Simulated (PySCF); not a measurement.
C₃H₈BFO.
SMILES with atom numbers: `[BH3-:1][O+:2]1[CH2:3][CH2:4][C@@H:5]1[F:6]` (hydrogens: H7, H8, H9 on B1; H10, H11 on C3; H12, H13 on C4; H14 on C5)

Computed by this run: PySCF 2.14.0, PBE0-D3(BJ)/def2-SVP geometry optimisation, gas phase; density fitting, grid level 1; the optimiser is geomeTRIC in internal coordinates, started from a GFN2-xTB structure with every atom displaced at random (about 0.01 Å).

Step 4: E = -8664.2749 eV
```
atom  x, y, z in Å  |  force x, y, z in eV/Å
B1      2.5696    0.2282    0.1319    0.000   0.045   0.010
O2      1.0251    0.5893    0.5057   -0.011  -0.023  -0.035
C3      0.2682    1.5013   -0.3366    0.001   0.022   0.026
C4     -0.9122    0.5327   -0.3335   -0.025  -0.031  -0.040
C5      0.0115   -0.4218    0.4122   -0.033   0.023   0.107
F6     -0.3956   -0.7920    1.6305    0.017   0.004  -0.052
H7      2.4940   -0.1832   -1.0230    0.000   0.001  -0.019
H8      3.1432    1.2973    0.2503    0.001  -0.012   0.000
H9      2.8641   -0.6197    0.9536    0.006  -0.018   0.020
H10     0.1439    2.4689    0.1666   -0.001   0.004  -0.011
H11     0.7828    1.6233   -1.2988    0.006  -0.008  -0.005
H12    -1.7650    0.8420    0.2837    0.016   0.006   0.025
H13    -1.2604    0.1839   -1.3132    0.005   0.006   0.005
H14     0.4051   -1.2978   -0.1235    0.017  -0.018  -0.030
```

Step 5: E = -8664.2754 eV
```
atom  x, y, z in Å  |  force x, y, z in eV/Å
B1      2.5753    0.2315    0.1409   -0.022   0.041   0.002
O2      1.0243    0.5879    0.4957    0.004  -0.008  -0.017
C3      0.2668    1.4977   -0.3475    0.015   0.025   0.005
C4     -0.9183    0.5354   -0.3271   -0.049  -0.034  -0.047
C5      0.0122   -0.4227    0.4046   -0.047  -0.021   0.130
F6     -0.3845   -0.8024    1.6241    0.019   0.016  -0.067
H7      2.5153   -0.1707   -1.0180    0.005   0.000  -0.020
H8      3.1458    1.2999    0.2770    0.004  -0.011  -0.001
H9      2.8562   -0.6232    0.9603    0.010  -0.017   0.021
H10     0.1543    2.4716    0.1459   -0.004   0.003  -0.004
H11     0.7736    1.6058   -1.3158    0.004  -0.003  -0.001
H12    -1.7592    0.8474    0.3050    0.024   0.017   0.034
H13    -1.2884    0.1905   -1.3001    0.021   0.000   0.000
H14     0.4010   -1.2964   -0.1390    0.016  -0.006  -0.036
```

Problem. Estimate the geometry and energy of step 6. (The exact step hangs on the optimiser's Hessian estimate; all steps are aligned on step 5, rigid shifts and turns removed.)

Solution. E = -8664.2758 eV, largest force 0.103 eV/Å
```
atom  x, y, z in Å  |  force x, y, z in eV/Å
B1      2.5794    0.2354    0.1499   -0.032   0.017  -0.002
O2      1.0232    0.5863    0.4863    0.021   0.011   0.008
C3      0.2657    1.4936   -0.3586    0.017   0.010  -0.012
C4     -0.9245    0.5377   -0.3207   -0.043  -0.020  -0.033
C5      0.0121   -0.4244    0.3980   -0.042  -0.043   0.084
F6     -0.3743   -0.8136    1.6170    0.013   0.016  -0.048
H7      2.5356   -0.1575   -1.0133    0.007   0.000  -0.011
H8      3.1474    1.3025    0.3030    0.005  -0.004  -0.001
H9      2.8487   -0.6260    0.9672    0.009  -0.007   0.010
H10     0.1640    2.4738    0.1245   -0.005   0.001   0.003
H11     0.7656    1.5876   -1.3323    0.002   0.000   0.003
H12    -1.7507    0.8551    0.3280    0.019   0.017   0.026
H13    -1.3144    0.1962   -1.2870    0.019  -0.005  -0.002
H14     0.3968   -1.2941   -0.1561    0.011   0.007  -0.023
```

The energy changes by -0.0004 eV. The first-order estimate −F·Δx gives -0.0009 eV and the mean of the old and new forces, exact on a quadratic surface, -0.0006 eV. The step makes an angle of 86° with the force vector and moves no atom by more than 0.030 Å.

What follows is the cost of the whole optimisation. Time: 72 s; peak memory 0.50 GiB. Hardware: an Arm Neoverse N1 with one thread, shared host with 64 logical CPUs at a one-minute load of 24.
